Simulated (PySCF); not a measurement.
Species: C₇H₁₆FNSi.
Cartesian coordinates in Å at the PBE0-D3(BJ)/def2-SVP level; atoms count from 1:
```
atom  x, y, z in Å
C1     2.5345   -0.5586    0.3920
C2     1.0273   -0.7606    0.4335
C3     0.2457    0.4034   -0.1761
Si4   -1.6251    0.2358   -0.0648
N5    -2.3663    1.3983   -1.1249
C6    -2.0726    2.8109   -1.1184
C7    -2.2302   -1.4359   -0.6595
C8    -3.4784   -2.0643   -0.0463
C9    -2.1426   -2.6518    0.1984
F10   -1.6025   -2.5277    1.4429
H11    2.8891   -0.4153   -0.6417
H12    2.8327    0.3334    0.9666
H13    3.0727   -1.4216    0.8137
H14    0.7038   -0.9233    1.4756
H15    0.7670   -1.6932   -0.0956
H16    0.5139    0.5334   -1.2403
H17    0.5370    1.3453    0.3244
H18   -2.0313    0.3768    1.3770
H19   -3.3203    1.1903   -1.4020
H20   -1.0066    2.9729   -0.8938
H21   -2.6499    3.3949   -0.3740
H22   -2.2547    3.2656   -2.1075
H23   -2.0781   -1.6124   -1.7313
H24   -4.1812   -2.6000   -0.6904
H25   -3.9364   -1.5376    0.7966
H26   -1.8740   -3.6121   -0.2544
```

Computed with PySCF at PBE0/pcSseg-1, non-relativistic, on one gas-phase PBE0-D3(BJ)/def2-SVP geometry that isn't relaxed in the solvent. The solvent is an IEF-PCM continuum (Bondi radii, 1.10 Å for H, scaled by 1.2). The model holds no explicit solvent molecules, cavitation or dispersion.

Gas phase at PBE0/pcSseg-1: HOMO -6.50 eV, LUMO 1.29 eV, dipole 2.05 D.

Problem. What does the continuum do to the energy, the frontier levels and the dipole at PBE0/pcSseg-1 in tetrahydrofuran and water?

Solution. 
```csv
solvent,ε,E(solvent) − E(gas) (kcal/mol),polarisation term (kcal/mol),distortion of the solute (kcal/mol),HOMO (eV),LUMO (eV),dipole (D)
tetrahydrofuran,7.426,-3.61,-3.98,0.37,-6.48,1.40,2.53
water,78.36,-4.51,-5.10,0.59,-6.49,1.41,2.67
```

The polarisation term is half the interaction of the solute with the surface charges that it induces; the rest is the cost of distorting the solute's density. The sum is the electrostatic part of solvation alone. From tetrahydrofuran to water the lowering changes by a factor 1.25, Onsager's factor (ε − 1)/(2ε + 1) by 1.21 and ε itself by 10.6.

Problem. Which radius a makes the point-dipole formula ΔE = −[(ε − 1)/(2ε + 1)]·μ²/a³ give the value in water, with the gas-phase dipole?

Solution. μ = 0.806 au and |ΔE| = 0.00718 Eh give a = 1.87 Å; the farthest nucleus lies 4.28 Å from the centroid of the nuclei, so such a sphere wouldn't even hold the nuclei. The formula assumes a rigid point dipole at the centre of a sphere.

Problem. Give the dipole vector in the frame of the coordinates (D, pointing from negative to positive charge), gas and water.

Solution. Gas (-0.99, 0.28, -1.77), solvent (-1.22, 0.34, -2.35). Its length changes by +30 % and its direction by 2°.

Problem. Which IAO charges (PBE0/pcSseg-1) respond most in tetrahydrofuran (means over atoms taken as equivalent)?

Solution. 
| atoms | environment | gas (e) | solvent (e) | change |
| --- | --- | --- | --- | --- |
| H18 | Si–H hydrogen | -0.174 | -0.186 | -0.012 |
| F10 | alkyl fluorine | -0.309 | -0.321 | -0.012 |
| H26 | methine hydrogen | +0.144 | +0.154 | +0.010 |
| H19 | N–H hydrogen | +0.252 | +0.262 | +0.010 |
| H24 | methylene hydrogen | +0.150 | +0.159 | +0.009 |
| N5 | silicon-bound nitrogen | -0.672 | -0.680 | -0.008 |

Problem. Which Mayer bond orders change most in tetrahydrofuran?

Solution. 
```
   bond  length (Å)    gas  solvent  change
 Si4–N5       1.739  0.994    1.014  +0.020
 C9–F10       1.362  0.905    0.886  -0.019
Si4–H18       1.505  0.914    0.903  -0.011
 Si4–C7       1.875  0.814    0.822  +0.008
 N5–H19       1.015  0.933    0.926  -0.007
  N5–C6       1.443  0.982    0.976  -0.006
  C8–C9       1.480  0.973    0.978  +0.005
  C9–C7       1.491  0.947    0.952  +0.005
```

Problem. How do the nuclear quadrupole coupling constants eQVzz/h respond in tetrahydrofuran?

Solution. 
```json
{"nucleus": "14N at N5", "Q (barn)": "0.02044", "gas (MHz)": "-5.16", "solvent (MHz)": "-5.01", "η gas": "0.38", "η solvent": "0.39"}
```

The run took 45 s wall on one thread of an AMD EPYC 9R45, shared host with 96 logical CPUs at a one-minute load of 58, and the process peaked at 1.4 GiB of memory. This is the whole shielding run at PBE0/pcSseg-1 in water, SCF included.
